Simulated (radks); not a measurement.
Results of a calculation; reference values are marked as such.
Problem. The krypton ion Kr10+, 26 electrons, occupied as [He] 2s2 2p5 3s2 3p6 3d9 (not the ground configuration). Level of theory: scalar-relativistic Kohn-Sham, r2SCAN, spin-polarised, spherical densities, finite nucleus; open shells are filled with parallel spins first; meta-GGA in the generalised Kohn-Sham scheme; Fermi nuclear charge, rms radius 4.1884 fm (a radial shooting solver on a logarithmic mesh with Libxc functionals). Some entries of the table are withheld. Estimate them.

orbital,occ.,eigenvalue (hartree),r(max) (bohr),<1/r> (bohr^-1)
1s up,1,-534.0775,0.02708,36.77
1s down,1,-533.7729,0.02707,36.78
2s up,1,-79.46724,0.1531,8.271
2s down,1,-78.96357,0.1532,8.257
2p up,3,-71.77318,0.1223,(1)
2p down,2,-71.18351,0.1225,(2)
3s up,1,-18.01215,0.4548,2.820
3s down,1,-17.89756,0.4559,2.810
3p up,3,-15.41171,0.4473,(3)
3p down,3,-15.28329,0.4490,(4)
3d up,5,-11.10866,(5),2.491
3d down,4,-10.96103,(6),2.470

Solution. 
(1) 2p up <1/r> (bohr^-1): 8.074
(2) 2p down <1/r> (bohr^-1): 8.062
(3) 3p up <1/r> (bohr^-1): 2.686
(4) 3p down <1/r> (bohr^-1): 2.674
(5) 3d up r(max) (bohr): 0.3852
(6) 3d down r(max) (bohr): 0.3886
